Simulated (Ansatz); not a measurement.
`NB1O[SiH]1F`. The species carries charge 0 and has multiplicity 1. Geometry: relaxed with PBE0-D4/def2-TZVP. It is one conformer, not always the lowest.

```xyz
8

N     0.291    1.737    0.040
B     0.027    0.383   -0.029
O    -0.080   -0.473   -1.115
Si   -0.306   -1.443    0.256
F     0.837   -2.533    0.474
H     0.345    2.236    0.908
H     0.458    2.295   -0.781
H    -1.573   -2.203    0.247
```

Question: What is the dipole moment at B3LYP/def2-TZVPP? (Best estimate.)

Answer: Ansatz gave: 2.79 D, with components (-0.58, 2.52, 1.04) D in this frame, pointing from negative to positive charge.

Question: And with PBE, r2SCAN, ωB97M-V? (Best estimate.)

Answer: Ansatz gave: PBE 2.72 D, r2SCAN 2.75 D, ωB97M-V 2.76 D.

Question: Give the Mulliken charges with B3LYP, ωB97M-V, r2SCAN in def2-TZVPP. (Estimate.)

Answer: Ansatz gave: 
```tsv
atom	B3LYP	ωB97M-V	r2SCAN
N1	-0.26	-0.23	-0.33
B2	0.09	0.09	0.07
O3	-0.34	-0.35	-0.35
Si4	0.57	0.53	0.63
F5	-0.31	-0.30	-0.31
H6	0.17	0.14	0.19
H7	0.16	0.14	0.18
H8	-0.07	-0.03	-0.08
```

B3LYP here is the variant with VWN-RPA as its local correlation; programs differ in this.
